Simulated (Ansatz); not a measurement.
Ideal-gas functions of `[Cl][Al]([Cl])[Br]` at 800 K and 1 bar, from an Ansatz frequency run at PBE0-D4/def2-TZVP.

Molar mass 177.79 g/mol, point group C2v (symmetry number 2), electronic degeneracy 1, moments of inertia 227.181, 411.476, 638.656 u Å². Harmonic wavenumbers (cm⁻¹, unscaled): 119, 132, 191, 324, 566, 622.

Use S(trans) = R[1.5 ln M + 2.5 ln T − 1.1517]; rotational temperatures θ = 24.2544 K / I; S(rot) = R[ln(√π/σ · √(T³/θAθBθC)) + 1.5]; for each mode x = 1.438777 ν̃/T, S = R[x/(eˣ − 1) − ln(1 − e⁻ˣ)] and H = RT x/(eˣ − 1); 1 cm⁻¹ = 0.0119627 kJ/mol; R = 8.31446 J/(mol·K).

Task: By hand: the entropy, in J/(mol·K).

Result: Translation 194.0. Rotation: θ = 0.1068, 0.0589, 0.038 K, giving 129.5. Vibration, mode by mode: 21.15, 20.29, 17.24, 12.92, 8.52, 7.80, in all 87.9. Electronic 0.0. Sum 411.4 J/(mol·K).

Task: By hand: H − E and G − E in kJ/mol, counted from the electronic energy.

Result: Zero-point energy ½ × 1954 × 0.0119627 = 11.7; thermal vibration 29.8; translation, rotation and pV give 4 RT = 26.6. H − E = 68.1 kJ/mol, and G − E = 68.1 − 800 × 411.4/1000 = -261.0 kJ/mol.

Vibration gives 21 % of the entropy, 41.4 J/(mol·K) of it from the modes under 150 cm⁻¹: soft modes count most, and the harmonic formula is weakest for them.
